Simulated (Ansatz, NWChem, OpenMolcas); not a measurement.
Computed against measured: dipole moment

7 molecules with halogens; the dipole moment in D, computed less measured. Shapes, held fixed at every level: PBE0-D4/def2-TZVP. No vibrational averaging. Dipoles are compared by magnitude; molecules under 1 D, whose direction can flip, are left out. Programs: Ansatz 0.2.0, NWChem 7.3.0, OpenMolcas 26.06. A level may come from different programs for different species; with the same settings they agree closely. Measured values: NIST CCCBDB.

Levels: A = PBE/STO-3G; B = PBE-D4/def2-TZVPP; C = B3LYP/6-31G* (Cartesian functions); D = wB97M-V/def2-TZVPP.

```
                    molecule  measured      A      B      C      D
           NOF (SMILES O=NF)      1.81  -1.43  -0.55  -0.70  -0.36
      CHFO (formyl fluoride)      2.02  -0.73  -0.07  -0.05  +0.09
PF3 (phosphorus trifluoride)      1.03  -0.56  -0.19  -0.05  +0.04
        CH3Br (bromomethane)      1.81  -0.39  +0.02  +0.20  +0.08
       CH3Cl (chloromethane)      1.87  +0.13  -0.05  +0.14  +0.01
        CH3F (fluoromethane)      1.85  -1.06  -0.18  -0.16  -0.07
       SiH3Cl (chlorosilane)      1.31  +1.13  -0.15  +0.37  -0.07
```

Q: Which level does best on this set, which worst, and which err to one side?

A: 
```
                             level                    kind  mean error  mean absolute error  worst case
                        PBE/STO-3G                     GGA      -0.416                0.776         NOF
                 PBE-D4/def2-TZVPP                     GGA      -0.167                0.173         NOF
B3LYP/6-31G* (Cartesian functions)           global hybrid      -0.036                0.239         NOF
                wB97M-V/def2-TZVPP  range-separated hybrid      -0.040                0.103         NOF
```

On this set wB97M-V/def2-TZVPP has the smallest mean absolute error and PBE/STO-3G the largest. PBE/STO-3G is too low in 5 of 7; PBE-D4/def2-TZVPP is too low in 6 of 7. The tabulated value of NOF is in doubt (older tables, estimates, or at odds with other calculations) and kept here. Over the 6 molecules whose values aren't doubted the mean absolute errors are A 0.667; B 0.110; C 0.162; D 0.060. Relativity is left out for Br. The set is small.
